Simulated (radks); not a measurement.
The numbers below are computed, except where a source is named.
Removal energies from the ruthenium ion Ru5+, [Kr] 4d3, by Delta-SCF beside the eigenvalue of the level emptied. Code: a radial shooting solver on a logarithmic mesh with Libxc functionals. Model: scalar-relativistic Kohn-Sham, BLYP, spin-polarised, spherical densities, finite nucleus; Fermi nuclear charge, rms radius of each element as measured or else 0.836 A^(1/3) + 0.57 fm. Open shells are filled with parallel spins first.

\begin{tabular}{lrrr}
removed from & final configuration & Delta-SCF (eV) & -eigenvalue (eV) \\ \hline
4d & [Kr] 4d2 & 76.669 & 68.548 \\
4p & [Ar] 3d10 4s2 4p5 4d3 & 120.41 & 111.37 \\
4s & [Ar] 3d10 4s1 4p6 4d3 & 152.09 & 142.51 \\
3d & [Ar] 3d9 4s2 4p6 4d3 & 364.70 & 343.92 \\
\end{tabular}
